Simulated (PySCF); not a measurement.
C₅H₉N, SMILES C[C@H](C#C)CN.

Geometry optimised at PBE0-D3(BJ)/def2-SVP. The structure was generated by enumeration; whether it is a known compound was not checked. One conformer was computed; it need not be the lowest.

Two levels are set side by side: PBE/def2-TZVP (PySCF) and HF/def2-TZVP (PySCF). Same geometry, gas phase. Differences are taken from unrounded values.

| quantity | HF | PBE | PBE minus HF |
|---|---|---|---|
| orbital gap (eV) | 13.86 | 5.36 | -8.50 |
| highest occupied level (eV) | -10.30 | -5.43 | 4.88 |
| lowest empty level (eV) | 3.56 | -0.07 | -3.63 |
| dipole moment (D) | 1.25 | 1.18 | -0.06 |
| mean polarisability (bohr³) | 63.0 | 68.4 | 5.4 |

Without exact exchange PBE keeps part of each electron's self-repulsion, which lifts occupied levels and narrows the gap. PBE's more diffuse valence density responds more strongly to a field. Differences between two approximate levels are no errors against the true value.

Rough cost on one machine, each run with all the roots and properties that it gave: HF against PBE about 1/3.
